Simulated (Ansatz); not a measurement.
## CH4BFOSi (SMILES O=CB[SiH2]F): the energy to break a bond

The species is CH4BFOSi (9 atoms), meant as a singlet with charge 0. As SMILES, `O=CB[SiH2]F`. Geometry: optimised at r2SCAN/def2-SVP. This is one conformer, not always the lowest.

```tsv
atom	x (Å)	y (Å)	z (Å)
O	-0.8102	0.7691	1.7221
C	-0.1446	1.4274	0.9192
B	0.6515	0.1958	0.4816
Si	-0.0657	-1.0093	-0.9472
F	-1.3553	-0.3054	-1.6703
H	-0.2889	2.5208	0.7751
H	1.6470	-0.0757	1.1101
H	0.9738	-1.2418	-1.9969
H	-0.5193	-2.3270	-0.4110
```

Wanted: the dissociation energy of the B3–C2 bond into doublet BSiH3F and doublet CHO (shapes relaxed at r2SCAN/def2-SVP, no zero-point term). 1 Eh = 2625.50 kJ/mol = 27.2114 eV. Totals in Eh; open shells run unrestricted unless said.

| level | program | CH4BFOSi | doublet BSiH3F | doublet CHO |
| --- | --- | --- | --- | --- |
| HF/def2-SVP | Ansatz | -527.831721 | -414.573607 | -113.158329 |
| MP2/def2-SVP, 9 core orbitals frozen in the whole | Ansatz | -528.507411 | -414.913109 | -113.453686 |
| CCSD(T)/def2-SVP, 9 core orbitals frozen in the whole | Ansatz | -528.568543 | -414.955637 | -113.475181 |

Question: Work out the dissociation energy at each level.

Answer: 
1. HF/def2-SVP: (-414.573607) + (-113.158329) − (-527.831721) = 0.099785 Eh = 262.0 kJ/mol = 2.72 eV.
2. MP2/def2-SVP: (-414.913109) + (-113.453686) − (-528.507411) = 0.140616 Eh = 369.2 kJ/mol = 3.83 eV.
3. CCSD(T)/def2-SVP: (-414.955637) + (-113.475181) − (-528.568543) = 0.137725 Eh = 361.6 kJ/mol = 3.75 eV.

The levels span 262 to 369 kJ/mol; no measured value is set beside them. Hartree–Fock lacks the correlation of the bonding electrons, so it comes out low. A bond enthalpy at 298 K also holds the loss of zero-point energy and thermal terms.
